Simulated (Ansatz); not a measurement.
Molecule: C₂H₇GaO₂, net charge 0, singlet state. 
Structure (B3LYP-D3(BJ)/def2-TZVP (Ansatz, a quantum-chemistry and plane-wave program) minimum search):
```
O
C 1 1.4138
H 2 1.0942 1 109.74
H 2 1.0942 3 108.18 1 119.70
H 2 1.0972 3 107.91 4 116.51
Ga 1 1.7909 2 124.39 3 -120.63
O 6 1.7792 1 112.98 2 180.00
C 7 1.4202 6 123.48 1 0.00
H 8 1.0934 7 112.80 6 0.00
H 8 1.0938 9 108.52 7 121.30
H 8 1.0938 9 108.52 10 117.41
H 6 1.5465 7 122.43 8 180.00
```

Basis-set convergence of Hartree-Fock and MP2 correlation energies (hartree) with Ansatz. Correlated levels leave the core frozen unless marked. No spin-orbit coupling. Frozen are the shells of the preceding noble gas and the d and f shells that filled before the atom's block. No relativistic terms.

| basis | functions | E(HF) | E(corr, MP2) |
|---|---|---|---|
| cc-pVDZ | 118 | -2152.78448 | -0.72676 |
| cc-pVTZ | 261 | -2152.93517 | -0.91203 |
| cc-pVQZ | 498 | -2152.95719 | -0.97729 |

Extrapolating the two largest sets (X = 3 and 4) as X^-3: E(corr) = (64·(-0.97729) - 27·(-0.91203))/37 = -1.0249 Eh, an estimate of the basis-set limit. The largest set recovers 95.4 % of it, the smallest 70.9 %.
